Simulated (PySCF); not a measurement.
Al(Me)2(Cl) anion (C2H6AlCl), SMILES [Al]([CH3])([Cl])[CH3] (connectivity only; charge and spin as stated), charge -1, multiplicity 2. Atoms are numbered in the order given.

```xyz
10

Al     0.4522    -0.5523     0.0000
C      1.2650     0.2362     1.6656
H      2.3461     0.0180     1.7374
H      0.7914    -0.1284     2.5924
H      1.1503     1.3378     1.6504
C      1.2650     0.2362    -1.6656
H      1.1503     1.3378    -1.6504
H      0.7914    -0.1284    -2.5924
H      2.3461     0.0180    -1.7374
Cl    -1.7432     0.1113     0.0000
```
Charge -1, spin multiplicity 2.

Coordinates come from a B3LYP-D3(BJ)/def2-SVPD optimisation. The spin state was assumed, not searched. The isomer is the one that the SMILES or the coordinates give; other isomers of the formula were not compared.

Two levels are set side by side: PBE/pcH-1 (PySCF) and PBE0/pcH-1 (PySCF). Contact hyperfine couplings, same geometry. Differences are taken from unrounded values.

```
quantity                           PBE
-------------------------------  -----
A(iso) of 27Al, atom Al1 (MHz)   514.0
A(iso) of 13C, atom C2 (MHz)      68.7
A(iso) of 1H, atom H3 (MHz)       -2.9
A(iso) of 1H, atom H4 (MHz)       -0.8
A(iso) of 1H, atom H5 (MHz)       26.7
A(iso) of 13C, atom C6 (MHz)      68.7
A(iso) of 1H, atom H7 (MHz)       26.7
A(iso) of 1H, atom H8 (MHz)       -0.8
A(iso) of 1H, atom H9 (MHz)       -2.9
A(iso) of 35Cl, atom Cl10 (MHz)   20.6
```

Q: These are the PBE values. What does PBE0 give? (Estimate from the structure and the level; the computed values follow.)

A: 
```
quantity                          PBE0  PBE minus PBE0
-------------------------------  -----  --------------
A(iso) of 27Al, atom Al1 (MHz)   542.4           -28.4
A(iso) of 13C, atom C2 (MHz)      65.9             2.8
A(iso) of 1H, atom H3 (MHz)       -3.2             0.3
A(iso) of 1H, atom H4 (MHz)       -1.1             0.4
A(iso) of 1H, atom H5 (MHz)       25.7             1.0
A(iso) of 13C, atom C6 (MHz)      65.9             2.8
A(iso) of 1H, atom H7 (MHz)       25.7             1.0
A(iso) of 1H, atom H8 (MHz)       -1.1             0.4
A(iso) of 1H, atom H9 (MHz)       -3.2             0.3
A(iso) of 35Cl, atom Cl10 (MHz)   22.6            -2.0
```

Rough cost on one machine, each run with all the roots and properties that it gave: PBE0 against PBE within a factor of 2.
